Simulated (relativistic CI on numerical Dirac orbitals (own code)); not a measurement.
Calculated at this level of theory: Dirac-Coulomb-Breit CI, orbitals from a KLI potential per configuration, a model potential for QED, unscaled Slater integrals (own radial code, finite nucleus).

Configurations in the expansion (outside the closed core 1s2): 2s, 2p, 3s, 3p, 3d, 4s, 4p, 4d, 4f, 5s, 5p, 5d, 5f, 5g, 6s, 6p, 6d. Levels of other configurations are missing.

At this charge energies of transitions that change n are usually good to better than 1 %, and those within a shell (Δn = 0) to a few per cent.

Outline of the computed level scheme of Nb XXXIX. Lowest level of each configuration: 2s ²S1/2 at 0.00 eV; 2p ²P°1/2 at 83.71 eV; 3s ²S1/2 at 3045.32 eV; 3p ²P°1/2 at 3068.53 eV; 3d ²D3/2 at 3110.33 eV; 4s ²S1/2 at 4096.77 eV; 4p ²P°1/2 at 4106.31 eV; 4d ²D3/2 at 4123.87 eV; 4f ²F°5/2 at 4128.49 eV.

Some strong electric-dipole decays among the lowest 15 levels: 3d ²D5/2 → 2p ²P°3/2 (1.5e+14 s⁻¹); 3d ²D3/2 → 2p ²P°1/2 (1.3e+14 s⁻¹); 3p ²P°1/2 → 2s ²S1/2 (5.5e+13 s⁻¹); 3p ²P°3/2 → 2s ²S1/2 (5.0e+13 s⁻¹); 4d ²D5/2 → 2p ²P°3/2 (4.9e+13 s⁻¹); 4d ²D3/2 → 2p ²P°1/2 (4.3e+13 s⁻¹); 4f ²F°7/2 → 3d ²D5/2 (3.2e+13 s⁻¹); 4f ²F°5/2 → 3d ²D3/2 (3.0e+13 s⁻¹).
